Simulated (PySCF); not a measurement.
Screening by computed properties: pick the candidate that meets the target.

Each SMILES stands for a single optimised conformer of the isolated species, non-relativistic unless stated; the electronic structure was computed with PySCF and density fitting.

The conformers computed, where there is a choice (atom-mapped SMILES and torsion angles):
- `[CH:1]#[C:2][Si@@H:3]([O:4][SiH3:5])[SiH2:6][SiH3:7]`: C2–Si3–O4–Si5 54°, C2–Si3–Si6–Si7 57°
- `[SiH3:1][C:2]#[C:3][SiH2:4][SiH2:5][O:6][SiH3:7]`: C3–Si4–Si5–O6 49°, Si4–Si5–O6–Si7 -34°
- `[SiH3:1][N:2]([SiH3:3])[CH:4]1[CH2:5][CH2:6]1`: Si1–N2–C4–C5 -149°
- `[CH:1]#[C:2][SiH2:3][SiH2:4][O:5][SiH2:6][SiH3:7]`: C2–Si3–Si4–O5 -28°, Si3–Si4–O5–Si6 31°, Si4–O5–Si6–Si7 50°
- `[CH:1]#[C:2][Si@@H:3]([OH:4])[SiH:5]([SiH3:6])[SiH3:7]`: C2–Si3–Si5–Si6 -39°, H–O4–Si3–C2 -54°

(1) Wanted: lowest triplet excitation (Tamm–Dancoff) between 5.2 eV and 5.6 eV (TDA wB97X-D/def2-SVPD) and electronic spatial extent ⟨r²⟩ about the centre of nuclear charge below 970 bohr² (wB97X-D/def2-SVPD), at GFN2-xTB geometries. Which candidate meets both?
A. `C1CC1N([SiH3])[SiH3]`
B. `C#C[Si@@H](O[SiH3])[SiH2][SiH3]`
C. `C1CN[SiH2][SiH2]C1`
D. `[SiH3]C#C[SiH2][SiH2]O[SiH3]`

(2) Wanted: smallest rotational constant between 0.53 GHz and 0.6 GHz (GFN2-xTB) and static isotropic polarisability above 110 au (wB97X-D/def2-SVPD), at GFN2-xTB geometries. Which candidate meets both?
A. `C#C[SiH2][SiH2]O[SiH2][SiH3]`
B. `C#C[Si@@H](O[SiH3])[SiH2][SiH3]`
C. `C1CN[SiH2][SiH2]C1`
D. `C1C(C1)N([SiH3])[SiH3]`
E. `C#C[Si@@H](O)[SiH]([SiH3])[SiH3]`

Results:

(1) C. Computed values:
```csv
species,lowest triplet excitation (Tamm–Dancoff),electronic spatial extent ⟨r²⟩ about the centre of nuclear charge
[SiH3]C#C[SiH2][SiH2]O[SiH3],4.71 eV,2471 bohr²
C#C[Si@@H](O[SiH3])[SiH2][SiH3],5.09 eV,2330 bohr²
C1CN[SiH2][SiH2]C1,5.29 eV,934 bohr²
C1CC1N([SiH3])[SiH3],5.97 eV,1009 bohr²
```

(2) E. Computed values:
| species | smallest rotational constant | static isotropic polarisability |
| --- | --- | --- |
| C#C[Si@@H](O[SiH3])[SiH2][SiH3] | 0.487 GHz | 134.5 au |
| C#C[Si@@H](O)[SiH]([SiH3])[SiH3] | 0.567 GHz | 142.1 au |
| C#C[SiH2][SiH2]O[SiH2][SiH3] | 0.618 GHz | 131.1 au |
| C1C(C1)N([SiH3])[SiH3] | 1.272 GHz | 91.6 au |
| C1CN[SiH2][SiH2]C1 | 1.393 GHz | 95.0 au |
